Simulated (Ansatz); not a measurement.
Basis-set extrapolation for CH₆OSSi, SMILES `[SiH3]OCS` (PBE0-D4/def2-TZVP geometry, frozen core, Ansatz 0.2.0). Multiplicity 1, RHF reference.

```csv
,def2-TZVPP,def2-QZVPP
HF,-802.783284,-802.809870
MP2 correlation,-0.713495,-0.769002
CCSD(T) correlation,-0.792312,not run
```

Energies in hartree. Use E(X) = E(∞) + A·exp(−7.88·√X) for Hartree–Fock and E(X) = E(∞) + B·X^(−2.97) for correlation, with X = 3 and 4, and add CCSD(T) minus MP2 of the smaller set to the MP2 limit.

Task: What is the CCSD(T) energy at the basis-set limit?

Result: HF limit: -802.809870 + (-0.026586) × 0.13774 = -802.81353. MP2 limit: -0.769002 + (-0.055507) × 0.74074 = -0.81012. Higher-order term: -0.792312 − (-0.713495) = -0.07882. Total: -803.70247 hartree, 79.6 kcal/mol below CCSD(T)/def2-TZVPP.
